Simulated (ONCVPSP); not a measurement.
# Pt (Z = 78): one change to an ONCV potential, before and after

```
Element                 : Pt (Z = 78)
Generator               : ONCVPSP 4.0.1
Type                    : optimised norm-conserving Vanderbilt (ONCV)
Functional              : PBE
Relativity              : scalar-relativistic
Frozen core             : [Kr] 4d10
Valence charge          : 32
Reference configuration : 4f14 5s2 5p6 5d9 6s0.5 6p0.5
Partial waves           : 5s+6s: rc 1.45 bohr, ncon 4, nbas 8, qcut 9.2 1/bohr, 2 projectors; 5p+6p: rc 1.80 bohr, ncon 3, nbas 8, qcut 9.3 1/bohr, 3 projectors, debl 3.3 Ha; 5d: rc 1.75 bohr, ncon 5, nbas 10, qcut 9.7 1/bohr, 1 projector; 4f: rc 0.60 bohr, ncon 5, nbas 9, qcut 26.7 1/bohr, 2 projectors, debl 1.4 Ha
Local potential         : polynomial inside 0.60 bohr (lpopt 3, dvloc0 0 Ha)
Core correction         : Teter function, fcfact 2.5, rcfact 1.3
```

In the f channel the program set the typed energies aside and used -2.615, 0.250 Ha.

Change: d: nproj 2.

Cutoffs: the cutoffs (Ha) at which the residual kinetic energy of the hardest occupied pseudo-wave falls to 1 and 0.1 mHa per electron; they do not see the model core or the augmentation charge, which bear on the density cutoff. Errors are all-electron minus pseudo energies relative to the spin-unpolarised reference configuration.

Problem. How do hardness, ghosts and transferability respond?

Solution. The potential gets neither clearly harder nor softer (350 Ha and 837 Ha → 350 Ha and 837 Ha); both files keep a bound ghost (s); the errors of the 3 common tests hardly move; the range in which the d phases agree widens (upper end 1.6 → at the end of the scan).

```tsv
quantity	base	changed
cutoff, loose	350 Ha	350 Ha
cutoff, tight	837 Ha	837 Ha
bound ghosts	s	s
GHOST(+) flags under 300 eV	d at 67.0 eV, p at 95.8 eV	p at 95.8 eV, d at 294.7 eV
tests with a reliable result	3 of 4	3 of 4
error for 4f14 5s2 5p6 5d9 6s1 6p0, meV [ΔE -2.46 eV]	+0.7	+0.7
error for 4f14 5s2 5p6 5d9 6s0 6p0, meV [ΔE 6.73 eV]	-2.9	-2.9
error for 4f14 5s2 5p6 5d9 6s0 6p1, meV [ΔE 2.59 eV]	-0.9	-0.8
s: phases at 1.48 bohr within 0.05 rad from the reference energy up to (Ha; the scan ends near 5)	to the end of the scan	to the end of the scan
p: phases at 1.83 bohr within 0.05 rad from the reference energy up to (Ha; the scan ends near 5)	3.5	3.5
d: phases at 1.78 bohr within 0.05 rad from the reference energy up to (Ha; the scan ends near 5)	1.6	to the end of the scan
f: phases at 0.61 bohr within 0.05 rad from the reference energy up to (Ha; the scan ends near 5)	to the end of the scan	to the end of the scan
rms error of d²Exc/dni dnj with the model core, mHa	3.01	3.01
```

 A true bound ghost makes a file unfit for plane-wave use even where its test errors are small: the radial tests pick states by their node count and pass the ghost by.
